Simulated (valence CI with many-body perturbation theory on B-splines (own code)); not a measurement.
**Forbidden lines of Tm18+**

Computed by valence CI with perturbative core correlation (CI+MBPT): five valence electrons over a frozen Dirac-Fock core [Kr] 4d10, radial functions for each j: 7 s, 7 p, 7 d, 7 f, 4 g, 2 h, with the one-electron correlation potential Σ1 (screened to all orders), the two-electron term Σ2, the three-electron term Σ3, Breit, model QED; selected single and double excitations, second order for the rest, scaled by the run's own slope (own B-spline code, finite nucleus).

No measured spectrum was set against this ion. As an estimate, terms of the open shell hold to a few per cent of their energy, and close levels can change places. Among the levels kept, up to 1100 cm⁻¹ of a level comes from second order outside the variational space, and about a tenth of that is noise between levels of different J, which matters for small intervals.

Lines 51 to 100 of 120 in falling wavelength, among levels below 223360 cm⁻¹, chosen from the decays that carry over 1 % of a level's rate. Wavelengths and rates use the calculated energies, so an error of 2000 cm⁻¹ moves a line at 623.7 nm by 12 % and its rate by three times that or more. Weak lines are less certain than strong ones. Lines between different terms over intervals too small for the method are left out, as are lines whose strength nearly cancels. Where a level lies close to another of its J and parity, the split of strength between their lines is uncertain.

Names give the largest LS component (configuration and term), which can be under half, so a name can repeat, a term be missing and a line seem to break the LS rules; names also repeat where a configuration has a term twice. Letters in brackets count levels of one name in rising energy.

```
λ vac (nm)             Upper            Lower  Type   A (s⁻¹)  Branch %
     623.7      4f⁵ ⁶F°_11/2     4f⁵ ⁶H°_11/2    M1  1.20e-01       3.1
     603.2   4f⁵ ⁴F°_5/2 [a]  4f⁵ ⁴G°_5/2 [a]    M1  1.87e+01      12.8
     600.8       4f⁵ ⁶F°_5/2      4f⁵ ⁶H°_5/2    M1  6.61e+00      94.6
     597.3  4f⁵ ⁴M°_15/2 [a]     4f⁵ ⁶H°_15/2    M1  1.39e+01      77.9
     572.1   4f⁵ ⁴G°_5/2 [a]      4f⁵ ⁶F°_5/2    M1  2.32e+01      10.6
     569.8   4f⁵ ⁴G°_7/2 [a]      4f⁵ ⁶F°_9/2    M1  1.02e+01       5.6
     541.3   4f⁵ ⁴G°_5/2 [a]      4f⁵ ⁶F°_3/2    M1  3.73e+01      17.0
     534.3       4f⁵ ⁶P°_3/2  4f⁵ ⁴G°_5/2 [a]    M1  5.49e+00      13.2
     483.7  4f⁵ ⁴M°_15/2 [a]     4f⁵ ⁶H°_13/2    M1  3.93e+00      22.1
     481.8   4f⁵ ⁴G°_9/2 [a]     4f⁵ ⁶F°_11/2    M1  8.38e+00       8.1
     470.6  4f⁵ ⁴L°_13/2 [a]     4f⁵ ⁶H°_15/2    M1  7.61e-01       1.1
     462.8   4f⁵ ⁴F°_3/2 [a]      4f⁵ ⁶F°_5/2    M1  1.85e+00       1.5
     453.4   4f⁵ ⁴G°_7/2 [a]      4f⁵ ⁶F°_7/2    M1  2.06e+01      11.3
     442.4   4f⁵ ⁴F°_3/2 [a]      4f⁵ ⁶F°_3/2    M1  3.11e+01      25.9
     437.9   4f⁵ ⁴F°_3/2 [a]      4f⁵ ⁶F°_1/2    M1  7.77e+01      64.8
     434.6   4f⁵ ⁴D°_7/2 [a]  4f⁵ ⁴G°_5/2 [a]    M1  6.52e+00       3.9
     413.4      4f⁵ ⁴M°_17/2     4f⁵ ⁶H°_15/2    M1  2.00e+00      13.0
     397.1  4f⁵ ⁴L°_13/2 [a]     4f⁵ ⁶H°_13/2    M1  4.01e+01      58.7
     392.1   4f⁵ ⁴G°_9/2 [a]      4f⁵ ⁶F°_9/2    M1  4.25e+00       4.1
     389.5   4f⁵ ⁴G°_7/2 [a]      4f⁵ ⁶F°_5/2    M1  3.29e+00       1.8
     376.5   4f⁵ ⁴P°_5/2 [a]      4f⁵ ⁶F°_7/2    M1  4.92e+01      34.3
     374.6  4f⁵ ⁴G°_11/2 [a]     4f⁵ ⁶F°_11/2    M1  6.83e+00      17.5
     361.6  4f⁵ ⁴M°_15/2 [b]     4f⁵ ⁶H°_15/2    M1  5.24e+01      52.1
     339.9  4f⁵ ⁴I°_11/2 [a]     4f⁵ ⁶H°_11/2    M1  4.22e+01      43.0
     339.2  4f⁵ ⁴L°_13/2 [a]     4f⁵ ⁶H°_11/2    M1  2.66e+01      38.9
     336.6   4f⁵ ⁴G°_5/2 [a]      4f⁵ ⁶H°_7/2    M1  7.06e+01      32.2
     333.2   4f⁵ ⁴G°_9/2 [a]      4f⁵ ⁶F°_7/2    M1  1.71e+00       1.6
     331.4   4f⁵ ⁴P°_5/2 [a]      4f⁵ ⁶F°_5/2    M1  2.17e+01      15.2
     328.5   4f⁵ ⁴F°_5/2 [a]      4f⁵ ⁶F°_7/2    M1  3.90e+00       2.7
     320.8   4f⁵ ⁴P°_5/2 [a]      4f⁵ ⁶F°_3/2    M1  1.07e+01       7.5
     318.1  4f⁵ ⁴G°_11/2 [a]      4f⁵ ⁶F°_9/2    M1  8.62e+00      22.1
     317.0  4f⁵ ⁴L°_13/2 [b]     4f⁵ ⁶H°_15/2    M1  1.11e+00       1.0
     316.6  4f⁵ ⁴M°_15/2 [b]     4f⁵ ⁶H°_13/2    M1  1.47e+01      14.6
     309.0   4f⁵ ⁴D°_7/2 [a]      4f⁵ ⁶F°_9/2    M1  8.42e+01      50.4
     308.0      4f⁵ ⁴L°_15/2     4f⁵ ⁶H°_15/2    M1  2.98e+01      43.5
     301.1   4f⁵ ⁴I°_9/2 [a]      4f⁵ ⁶H°_9/2    M1  2.88e+01      29.7
     300.1   4f⁵ ⁴G°_7/2 [a]      4f⁵ ⁶H°_9/2    M1  9.26e+01      50.8
     294.8  4f⁵ ⁴I°_11/2 [a]      4f⁵ ⁶H°_9/2    M1  5.49e+01      56.0
     293.6   4f⁵ ⁴F°_5/2 [a]      4f⁵ ⁶F°_5/2    M1  8.55e+00       5.8
     293.1   4f⁵ ⁴G°_5/2 [a]      4f⁵ ⁶H°_5/2    M1  8.00e+01      36.5
     285.3   4f⁵ ⁴F°_5/2 [a]      4f⁵ ⁶F°_3/2    M1  3.21e+00       2.2
     281.9  4f⁵ ⁴L°_13/2 [b]     4f⁵ ⁶H°_13/2    M1  3.75e+01      34.3
     277.2      4f⁵ ⁴K°_13/2     4f⁵ ⁶H°_15/2    M1  1.18e+00       2.5
     276.3       4f⁵ ⁶P°_3/2      4f⁵ ⁶F°_5/2    M1  7.54e+00      18.1
     274.7      4f⁵ ⁴L°_15/2     4f⁵ ⁶H°_13/2    M1  2.20e+01      32.2
     271.8   4f⁵ ⁴G°_9/2 [a]     4f⁵ ⁶H°_11/2    M1  5.97e+01      57.4
     271.3   4f⁵ ²P°_1/2 [a]      4f⁵ ⁶F°_3/2    M1  1.08e+02      73.3
     269.6   4f⁵ ²P°_1/2 [a]      4f⁵ ⁶F°_1/2    M1  3.61e+01      24.5
     268.9       4f⁵ ⁶P°_3/2      4f⁵ ⁶F°_3/2    M1  1.53e+01      36.7
     267.2       4f⁵ ⁶P°_3/2      4f⁵ ⁶F°_1/2    M1  4.39e+00      10.5
```
